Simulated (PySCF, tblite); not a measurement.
Q: What does the GFN2-xTB structure of InChI=1S/C5H8O2S/c1-4-3-5(4)8(2,6)7/h5H,1,3H2,2H3/t5-/m0/s1 look like in three dimensions?

A: 
Z-matrix in Å and degrees, rows numbered from 1:
```
C 
C   1  1.3088
C   2  1.4585  1  149.92
C   2  1.4592  1  147.55  3  -177.96
S   4  1.8064  2  116.81  3  -104.52
C   5  1.8155  4  104.07  2   -58.32
O   5  1.4372  4  108.23  2  -173.29
O   5  1.4371  4  108.91  2    57.10
H   1  1.0772  2  121.30  3    -1.54
H   1  1.0781  2  121.99  3   179.39
H   3  1.0818  2  117.78  4   104.18
H   3  1.0807  2  120.10  4  -107.84
H   4  1.0781  2  122.93  3   110.56
H   6  1.0818  5  107.88  4   -56.24
H   6  1.0826  5  107.66  4  -175.62
H   6  1.0815  5  108.01  4    64.80
```

The 3-membered ring C2–C3–C4 has internal angles of 58.7° to 62.5°. S5 (sulfonyl sulfur) is distorted tetrahedral (angles from 104.1° to 118.1°). The C–C distances run from 1.309 Å (C1=C2, drawn double) to 1.514 Å (C3–C4, drawn single), a spread of 0.205 Å. Of the pairs four or more bonds apart, O8···H11 is among the closest relative to their van der Waals radii: 2.40 Å, 88 % of the sum of Bondi's values.

The geometry is computed with GFN2-xTB (gas phase).

Point group: C1 (no symmetry element, even within 0.4 Å). Its GFN2-xTB frequencies are all real (lowest 38 cm⁻¹). One conformer, not necessarily the lowest (C3–C4–S5–C6 -124°). 3 starts were optimised and ended at 0.00, 0.01 and 0.72 kcal/mol (GFN2-xTB); the lowest of these is shown.
